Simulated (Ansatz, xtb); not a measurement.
**C6H3ClSe: which of two isomers lies lower**

We compare X, `C#Cc1c[se]c(Cl)c1`, a singlet, with Y, `C#Cc1[se]ccc1Cl`, a singlet. Both are isolated molecules in the gas phase, relaxed with PBE-D3(BJ)/def2-SVP.

Quicker runs give these differences E(Y) − E(X): GFN2-xTB −9.9 kJ/mol; HF/STO-3G −10.4 kJ/mol (at GFN2-xTB geometries); r2SCAN-D4/def2-SVP −16.8 kJ/mol (at GFN2-xTB geometries).

Q: Estimate E(Y) − E(X) at the level CCSD(T)/def2-SVP + ΔMP2/def2-TZVPP.

A: Calculated at CCSD(T)/def2-SVP + ΔMP2/def2-TZVPP: E(Y) − E(X) = −11.6 kJ/mol, so structure Y lies lower.

The same difference at several levels:

| level | geometry | E(Y) − E(X) (kJ/mol) | departure from the last row (kJ/mol) | job, with rough time for the two |
| --- | --- | --- | --- | --- |
| GFN2-xTB | GFN2-xTB | −9.9 | +1.7 | optimisation, 0.67 s |
| HF/STO-3G | GFN2-xTB | −10.4 | +1.2 | single point, 2.9 s |
| r2SCAN-D4/def2-SVP | GFN2-xTB | −16.8 | −5.2 | single point, 13 s |
| PBE-D3(BJ)/def2-SVP | PBE-D3(BJ)/def2-SVP | −15.7 | −4.1 | optimisation, 71 s |
| HF/def2-SVP | PBE-D3(BJ)/def2-SVP | −8.0 | +3.6 | part of the CCSD(T) run |
| MP2/def2-SVP | PBE-D3(BJ)/def2-SVP | −14.5 | −2.9 | part of the CCSD(T) run |
| CCSD(T)/def2-SVP | PBE-D3(BJ)/def2-SVP | −10.8 | +0.8 | single point |
| CCSD(T)/def2-SVP + ΔMP2/def2-TZVPP | PBE-D3(BJ)/def2-SVP | −11.6 |  | single point, 6 min |

As drawn, both hold the same kinds of bond in the same numbers.

The levels shown agree on the order. The largest departure from CCSD(T)/def2-SVP + ΔMP2/def2-TZVPP is that of r2SCAN-D4/def2-SVP, 5.2 kJ/mol. The last row adds to CCSD(T) the change of the MP2 difference between the two basis sets, here −0.8 kJ/mol.

With thermal terms from frequencies at re-optimised GFN2-xTB minima (ideal gas, soft modes damped towards free rotors, one conformer each, 298.15 K, 1 atm): the zero-point term adds −0.1 kJ/mol; ΔH is −11.7 and ΔG −11.6 kJ/mol.

The correlated steps freeze 20 core orbitals; the filled d shell of Se is correlated, in a basis made for valence electrons. Codes used: Ansatz 0.2.0, xtb 6.7.1; the last row on 2 threads of Intel(R) Xeon(R) Processor @ 2.50GHz (Skylake/Cascade Lake) on a shared host.
